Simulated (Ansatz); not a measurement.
In₄Se₆. Total charge 0; triplet. Geometry PBE-D4/def2-SVP, that of the neutral singlet.

```xyz
10

In    3.5852    1.2452   -0.3349
In    0.7642   -0.7485   -0.4644
In    0.0629    0.3328    3.0735
In   -1.1122    0.9096   -2.7160
Se   -2.2816   -1.5320    1.2335
Se   -1.3669   -2.2263   -0.8411
Se   -2.9333    0.7146    0.7748
Se   -0.8082    1.6228    0.2072
Se    1.7945    0.4051   -2.5066
Se    2.2955   -0.7232    1.5741
```

In the def2 sets In takes a core potential; there is no spin–orbit coupling. At PBE-D4/def2-SVP, r2SCAN-D4/def2-SVP the gap within one spin of the charge 0 triplet nearly closes, so an electron or hole may be smeared out by delocalisation error. At PBE-D4/def2-SVP a singlet of charge 0 lies 2.04 eV below the triplet at the same geometry. The structure comes from a short search, and lower isomers may exist.

Estimate the α-spin orbital energies around the gap (eV) in Ansatz with PBE-D4/def2-SVP, r2SCAN-D4/def2-SVP.


| orbital | PBE-D4/def2-SVP | r2SCAN-D4/def2-SVP |
| --- | --- | --- |
| HOMO−5 | -5.83 | -6.14 |
| HOMO−4 | -5.71 | -6.01 |
| HOMO−3 | -5.60 | -5.95 |
| HOMO−2 | -5.45 | -5.74 |
| HOMO−1 | -5.26 | -5.49 |
| HOMO | -3.17 | -3.36 |
| LUMO | -2.95 | -3.02 |
| LUMO+1 | -2.67 | -2.69 |
| LUMO+2 | -2.45 | -2.35 |
| LUMO+3 | -2.31 | -2.25 |
| LUMO+4 | -2.25 | -2.17 |
| LUMO+5 | -2.05 | -2.00 |
| β HOMO | -5.16 | -5.40 |
| β LUMO | -5.14 | -5.28 |
